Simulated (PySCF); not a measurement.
C10H7N3, SMILES C1=CN=C2N3C(=CC=N2)C=CC=C31.

Geometry optimised at B3LYP-D3(BJ)/def2-SVP.

Computed with r2SCAN/def2-SVP (PySCF).

Isolated molecule, no solvent.

**Question.** Estimate the frontier levels, gap, dipole moment and polarisability. (Estimate from the structure and the level; the computed values follow.)

**Answer.** 
* **highest occupied level**: -4.61 eV
* **lowest empty level**: -2.86 eV
* **orbital gap**: 1.75 eV
* **dipole moment**: 4.54 D
* **quadrupole, principal values (traceless, Buckingham form, about the centre of nuclear charge)**: -9.47, -6.99, 16.46 D·Å
* **mean static polarisability**: 131.5 bohr³ (19.49 Å³)
* **polarisability, principal values**: 51.1, 167.3, 176.2 bohr³
